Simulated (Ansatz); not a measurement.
F2H5NOSi2, SMILES `O[SiH2]N[SiH](F)F`, relaxed with RKS PBE-D4/def2-SVP in Ansatz from a rough embedded geometry. The force threshold is 0.03 eV/Å; the program also tests the step.

Total charge 0; spin multiplicity 1.

Start:

```xyz
11

O    -1.468   -0.797   -1.835
Si   -1.028   -0.012   -0.506
N     0.585   -0.291   -0.368
Si    1.115    0.370    1.090
F     1.112    2.003    0.968
F     2.658   -0.102    1.303
H    -0.932   -0.521   -2.634
H    -1.777   -0.660    0.674
H    -1.338    1.441   -0.655
H     0.763   -1.315   -0.304
H     0.309   -0.117    2.266
```

```tsv
step	energy (eV)	largest force (eV/Å)	largest move (Å)
1	-24783.0993	3.205	0.000
2	-24783.6903	1.737	0.186
3	-24783.8858	0.457	0.200
4	-24783.9729	0.567	0.200
5	-24784.0130	0.259	0.195
6	-24784.0482	0.120	0.153
7	-24784.0670	0.171	0.200
8	-24784.0832	0.432	0.195
9	-24784.0964	0.175	0.068
10	-24784.1055	0.170	0.104
11	-24784.1153	0.229	0.156
12	-24784.1202	0.189	0.112
13	-24784.1238	0.150	0.091
14	-24784.1270	0.158	0.080
15	-24784.1296	0.106	0.089
16	-24784.1311	0.097	0.091
17	-24784.1321	0.057	0.062
18	-24784.1332	0.075	0.073
19	-24784.1340	0.145	0.135
20	-24784.1349	0.083	0.021
21	-24784.1358	0.038	0.030
22	-24784.1364	0.028	0.044
23	-24784.1369	0.076	0.078
24	-24784.1371	0.038	0.009
25	-24784.1372	0.013	0.011
```

End:

```xyz
11

O    -0.754   -0.066   -2.060
Si   -1.319   -0.323   -0.504
N    -0.027   -0.689    0.651
Si    1.280    0.387    0.938
F     1.035    1.604   -0.136
F     2.713   -0.309    0.601
H    -0.183    0.722   -2.129
H    -2.196   -1.531   -0.562
H    -2.050    0.888    0.001
H     0.094   -1.674    0.907
H     1.407    0.990    2.292
```

It took 57 s on 4 threads of an Arm Neoverse N1 on a shared host, with 0.17 GiB of host memory at the peak.
